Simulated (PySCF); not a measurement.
Q: Write Cartesian coordinates for 1,1,2-trifluoro-2-methylcyclopropane (`C[C@]1(F)CC1(F)F`) as optimised with PBE0-D3(BJ)/def2-TZVP.

A: 
```xyz
12
C4H5F3 angstrom
C      1.2916    0.5588   -0.5289
C      0.3386   -0.3021    0.2278
F      0.9648   -1.2336    1.0010
C     -0.9906   -0.7489   -0.3670
C     -0.9467    0.2102    0.7614
F     -1.3659   -0.1819    1.9664
F     -1.2805    1.4939    0.5537
H      1.9710    1.0637    0.1603
H      0.7536    1.3160   -1.0987
H      1.8773   -0.0519   -1.2189
H     -1.2544   -0.3846   -1.3520
H     -1.3074   -1.7546   -0.1192
```

Orientation and origin are arbitrary. Atoms count from 1 in this order. The 3-membered ring C2–C4–C5 has internal angles of 59.0° to 61.8°. The C–F distances run from 1.335 Å (C5–F6, drawn single) to 1.363 Å (C2–F3, drawn single), a spread of 0.028 Å. Of the pairs four or more bonds apart, F7···H9 is among the closest relative to their van der Waals radii: 2.63 Å, 98 % of the sum of Bondi's values. The C–C distances run from 1.482 Å (C4–C5, drawn single) to 1.523 Å (C2–C4, drawn single), a spread of 0.041 Å.

Bonds between heavy atoms (Å): C1–C2 1.491, C2–F3 1.363, C2–C4 1.523, C4–C5 1.482, C5–F6 1.335, C5–F7 1.343, C2–C5 1.483.

Computed with PBE0-D3(BJ)/def2-TZVP geometry optimisation, gas phase in PySCF 2.14.0.

Point group: C1 (no symmetry element, even within 0.4 Å). PBE0-D3(BJ)/def2-TZVP frequencies: not computed here.
